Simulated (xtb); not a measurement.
xtb input:

```bash
xtb mol.xyz --gfn 2 --sp --chrg 1 --uhf 0
```
mol.xyz:
```
16

Si     0.08122721     0.12449214    -0.11110358
C      1.59304644    -0.83771138    -0.54712479
C     -1.25940410     0.29211945    -1.36655420
N     -0.76100624    -1.05573997     1.19342201
N      0.39183916     1.53595111     0.75377219
H      2.27485545    -0.94060218     0.30014954
H      2.13555652    -0.32089016    -1.34165179
H      1.35143483    -1.83720238    -0.91461490
H     -2.13633456     0.80663180    -0.96706220
H     -1.57961487    -0.67623910    -1.75662365
H     -0.89368129     0.87896457    -2.21186724
H     -1.01336169    -1.96890646     0.81280077
H     -1.61334328    -0.63595981     1.56680858
H     -0.21904506     2.33807851     0.74945769
H      1.28140543     1.74376313     1.18049523
H     -0.14273687    -1.21845422     1.98927274
```

**Question.** Predict the final energy.

**Answer.** -17.07270 Eh (GFN2-xTB).

It need not be the lowest isomer of its formula.
